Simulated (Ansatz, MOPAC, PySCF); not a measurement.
Species: C$_{4}$H$_{10}$O, charge 0, multiplicity 1. SMILES: COC(C)C
Geometry: optimised at B3LYP-D3(BJ)/def2-TZVP (Ansatz, an electronic-structure program).

Property: enthalpy of formation at 298 K, in kcal/mol. Conventions: open shells spin-unrestricted; non-relativistic; LANL2DZ all-electron up to Ne; no dispersion term unless named; no spin-orbit coupling; valence correlation only; 6-311+G** with 5d; 6-31G* and kin with 6d, 5d where marked. CBS(X,Y): correlation extrapolated as X^-3; Hartree-Fock from the larger set. First-principles rows: single points at B3LYP-D3(BJ) geometries (Ansatz), with unscaled harmonic terms from B3LYP/6-31G* at its own minima, enthalpies of formation by atomisation with measured atoms. Semi-empirical rows: MOPAC heats of formation at their own minima for 298 K.

Measured values: CRC Handbook, as tabulated in the package chemicals; they hold spin-orbit and core effects, anharmonicity and other conformers. For COC(C)C (enthalpy of formation at 298 K) the tabulated value and CCSD(T)/CBS(cc-pVTZ,cc-pVQZ) (Ansatz) part by 3.2 kcal/mol: another conformer or state, missing terms or a fault of the table's entry are possible. 

Value to compare with, the measured value: -60.2 kcal/mol.

```tsv
level	program	enthalpy of formation at 298 K (kcal/mol)	error
MNDO	MOPAC	-58.2	2.0
HF/6-31G*	Ansatz	298.0	358.2
PBE/def2-SVP	Ansatz	-87.7	-27.5
BP86/6-31G* (5d)	PySCF	-99.6	-39.4
B3LYP/6-31G*	Ansatz	-54.3	5.9
M06-2X/6-311+G**	PySCF	-50.7	9.5
MP2/LANL2DZ	Ansatz	153.2	213.4
wB97X-V/def2-TZVPD	Ansatz	-58.4	1.8
CCSD(T)/CBS(cc-pVTZ,cc-pVQZ)	Ansatz	-57.0	3.2
```

Among the 7 habitual levels, HF/6-31G* lies farthest from the measured value (358.2 kcal/mol) and MNDO nearest (2.0); 5 of 7 lie above it, and their mean absolute error is 93.7 kcal/mol, the median 27.5. One case shows no general order.

The levels are drawn from those run, B3LYP/6-31G* more often than the rest, none by its result; runs whose electronic state is in doubt are left out.
